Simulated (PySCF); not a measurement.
C3H5 (SMILES C=[C]C), doublet, at a GFN2-xTB geometry. Base run: PBE/6-31G** run with PySCF.

PySCF was given this input:
```python
from pyscf import gto, scf, dft

mol = gto.Mole()
mol.atom = '''
    C     1.31352899    0.25622584   -0.02192716
    C     0.02590858    0.37408297   -0.01022305
    H     1.83787885   -0.70392499   -0.00249333
    H     1.97053843    1.11335976   -0.05223491
    C    -1.20640148   -0.39885089    0.02447718
    H    -1.00835162   -1.47840810    0.05083729
    H    -1.78896803   -0.13645457    0.90819127
    H    -1.80931420   -0.18331958   -0.85826214
'''
mol.basis = '6-31g**'
mol.spin = 1
mol.verbose = 5
mol.build()

mf = dft.UKS(mol)
mf.xc = 'pbe'
mf.kernel()
mo_i, mo_e, stable_i, stable_e = mf.stability(internal=True, external=False, return_status=True, nroots=6, tol=1e-6)
print('internally stable:', stable_i, ' externally stable:', stable_e)
if not stable_i:
    umf = mf.copy()
    umf.scf_summary = {}
    umf.kernel(umf.make_rdm1(mo_i, mf.mo_occ))
mf.analyze()
```

The bond that is stretched is that between atoms 4 and 1. A test that says stable can miss a lower solution.

The base run was repeated with changes; each row names its change, and settings that it needs were set with it.

```json
[
 {"change": "base", "ΔE vs base (eV)": "0.00", "<S^2>": "0.757", "stability test says": "internally stable (external not tested)"},
 {"change": "bond × 1.25", "ΔE vs base (eV)": "0.63", "<S^2>": "0.758", "stability test says": "internally stable (external not tested)"},
 {"change": "bond × 1.5", "ΔE vs base (eV)": "1.76", "<S^2>": "0.765", "stability test says": "internally stable (external not tested)"},
 {"change": "bond × 1.8", "ΔE vs base (eV)": "2.82", "<S^2>": "0.808", "stability test says": "internally stable (external not tested)"},
 {"change": "bond × 2.2", "ΔE vs base (eV)": "3.43", "<S^2>": "0.824", "stability test says": "internally stable (external not tested)"},
 {"change": "bond × 3.0", "ΔE vs base (eV)": "3.58", "<S^2>": "0.752", "stability test says": "internally stable (external not tested)"}
]
```

On stretching, the SCF can end on different states; <S^2> shows the spin contamination of each.
